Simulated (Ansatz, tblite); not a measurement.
Removing and adding an electron: the cluster Sr₄O₄. Total charge 0; singlet. Geometry: PBE-D4/def2-SVP. Ansatz, gas phase; energy differences of separate SCF runs; the oxidised species was run as a doublet alone; the reduced species was run as a doublet alone.

Cartesian coordinates in Å:
```
Sr 0.3037 0.6064 -2.5944
Sr 1.3318 0.8270 1.3692
Sr 0.1198 -2.6418 -0.4411
Sr -1.6575 0.7571 0.9936
O 0.3150 -1.5716 -2.3446
O -0.3494 1.6736 2.4950
O 0.0417 1.4313 -0.5716
O -0.1051 -1.0819 1.0938
```

In the def2 sets Sr takes a core potential; there is no spin–orbit coupling. The xTB rows come from tblite. The structure comes from a short search, and lower isomers may exist.

**Question.** Estimate orbital energies and vertical ionisation energies and electron affinities at: GFN1-xTB; GFN2-xTB; PBE-D4/def2-TZVP; PBE-D4/def2-TZVPD; PBE0-D4/def2-TZVP; PBE0-D4/def2-TZVPD; ωB97M-V/def2-TZVP.

**Answer.** 
```json
{"level": "GFN1-xTB", "−HOMO (eV)": "9.62", "vertical IE (eV)": "11.28", "−LUMO (eV)": "8.05", "vertical EA (eV)": "7.10", "HOMO–LUMO gap (eV)": "1.57", "IE − EA (eV)": "4.18", "remarks": "–"}
{"level": "GFN2-xTB", "−HOMO (eV)": "10.41", "vertical IE (eV)": "13.03", "−LUMO (eV)": "9.89", "vertical EA (eV)": "7.44", "HOMO–LUMO gap (eV)": "0.52", "IE − EA (eV)": "5.59", "remarks": "–"}
{"level": "PBE-D4/def2-TZVP", "−HOMO (eV)": "2.70", "vertical IE (eV)": "5.07", "−LUMO (eV)": "1.82", "vertical EA (eV)": "–", "HOMO–LUMO gap (eV)": "0.88", "IE − EA (eV)": "–", "remarks": "–"}
{"level": "PBE-D4/def2-TZVPD", "−HOMO (eV)": "2.70", "vertical IE (eV)": "–", "−LUMO (eV)": "1.81", "vertical EA (eV)": "0.61", "HOMO–LUMO gap (eV)": "0.89", "IE − EA (eV)": "–", "remarks": "HOMO above zero (-1 doublet)"}
{"level": "PBE0-D4/def2-TZVP", "−HOMO (eV)": "3.60", "vertical IE (eV)": "4.93", "−LUMO (eV)": "1.25", "vertical EA (eV)": "–", "HOMO–LUMO gap (eV)": "2.36", "IE − EA (eV)": "–", "remarks": "–"}
{"level": "PBE0-D4/def2-TZVPD", "−HOMO (eV)": "3.60", "vertical IE (eV)": "–", "−LUMO (eV)": "1.23", "vertical EA (eV)": "0.47", "HOMO–LUMO gap (eV)": "2.37", "IE − EA (eV)": "–", "remarks": "HOMO above zero (-1 doublet)"}
{"level": "ωB97M-V/def2-TZVP", "−HOMO (eV)": "5.73", "vertical IE (eV)": "4.91", "−LUMO (eV)": "0.56", "vertical EA (eV)": "–", "HOMO–LUMO gap (eV)": "5.17", "IE − EA (eV)": "–", "remarks": "–"}
```

Relaxing the reduced species (PBE-D4/def2-SVPD) changes its energy by -0.02 eV at PBE-D4/def2-TZVPD, so the adiabatic electron affinity to this nearest minimum is 0.63 eV. At PBE0-D4/def2-TZVPD it is 0.47 eV. The highest occupied level of the relaxed charge -1 doublet lies above zero (up to 0.54 eV). By energy differences its removal costs 0.63 eV (each at its own geometry, to the charge 0 singlet, at PBE-D4/def2-TZVPD); the vertical value is larger still, so the positive level points to self-interaction error.     A HOMO above zero means that the electron is unbound at that level or that self-interaction error raises the level; the energy of removing that electron tells which. Raw xTB energy differences between charge states are shifted by several eV; the methods need an empirical correction for them.
